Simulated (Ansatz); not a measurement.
Four-centre ligand exchange

Start structure (SiH4BrCl, closed shell), relaxed at PBE0-D4/def2-TZVP:

```
atom    x (Å)    y (Å)    z (Å)
 Si1  -0.8928  -0.3836  -0.0516
  H2   0.0566  -0.4625  -1.1851
  H3  -0.3568  -1.0888   1.1333
  H4  -1.2147   1.0246   0.2676
 Cl5  -2.6338  -1.3237  -0.6214
  H6   2.8086   0.9742  -0.4051
 Br7   2.2329   1.2597   0.8624
```

The step: SiH₃Cl ([SiH3][Cl]) + HBr → SiH₂BrCl ([Cl][SiH2][Br]) + H₂; bonds formed: Si1–Br7, H2–H6; bonds broken: Si1–H2, H6–Br7. Computed with Ansatz 0.2.0 (basis: def2-TZVPP and def2-QZVPP); correlated methods freeze the cores. Filled d shells of the heavier atoms are correlated. The def2 sets are not built for correlating such inner shells, so the correlated values are less sure here. Extrapolation: Hartree–Fock as exp(−7.88 √X), correlation as X^−2.97. Energies below are by CCSD(T) at an estimated basis limit (MP2 extrapolated from triple and quadruple zeta, plus CCSD(T) − MP2 in triple zeta).

**Question.** What are the electronic barrier and the energy of the step, from the start structure to the end structure? (Judge from chemistry; the value comes from the calculation.)

**Answer.** Computed: Barrier 33.82 kcal/mol; step energy -16.66 kcal/mol (downhill); reverse barrier, their difference, 50.47 kcal/mol. Barrier and step energy count from the start structure, the reverse barrier from the end structure.

The saddle point: One imaginary mode of 612i cm⁻¹.
| pair | start (Å) | saddle (Å) | end (Å) |
| --- | --- | --- | --- |
| Si1–Br7 | 3.65 | 2.60 | 2.21 |
| H2–H6 | 3.20 | 0.89 | 0.75 |
| Si1–H2 | 1.48 | 1.69 | 4.15 |
| H6–Br7 | 1.42 | 1.91 | 4.17 |

Zero-point energy (harmonic, PBE0-D4): ZPE is 20.68 kcal/mol at the start and 21.27 kcal/mol at the saddle, so the barrier goes from 33.82 to 34.40 kcal/mol.

T1 diagnostic: at most 0.010.

Labels in which every atom is bracketed show which atoms are joined, not bond orders.

For scale, one of the runs: CCSD(T)/def2-TZVPP, 188 basis functions, launched by `ansatz run in.yaml --threads 4 --pin off --events-out ev --progress --plain --max-ram 9574MiB`. Hardware: 4 CPU threads of an Arm Neoverse V2, shared host. Wall time 38 s; peak host memory 1.9 GiB.
